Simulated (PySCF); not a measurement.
**How methods differ on the excitation energy of Al+**

Al+ [Ne] 3s2 (1S) → Al+ [Ne] 3s1 3p1 (3P), as a difference of total energies. Calculation: PySCF 2.14, in x2c-TZVPPall with one added diffuse shell each of s, p, d type (6s6p4d1f, 51 functions); the spin-free X2C one-electron Hamiltonian (Gaussian nucleus). Correlated levels: valence and next inner shell: 1s2 frozen. The calculations carry no spin-orbit coupling.

```json
{"method": "UHF", "excitation energy (eV)": "3.576", "error (eV)": "-1.075"}
{"method": "MP2 (valence and next inner shell)", "excitation energy (eV)": "4.436", "error (eV)": "-0.215"}
{"method": "SCS-MP2 (valence and next inner shell)", "excitation energy (eV)": "4.593", "error (eV)": "-0.058"}
{"method": "CCSD (valence and next inner shell)", "excitation energy (eV)": "4.619", "error (eV)": "-0.032"}
{"method": "CCSD(T) (valence and next inner shell)", "excitation energy (eV)": "4.647", "error (eV)": "-0.004"}
```

Reference: 4.651 eV (measured; NIST levels, between the centres of gravity of the two terms).

Errors of the correlated levels include the incompleteness of this basis and the frozen core.
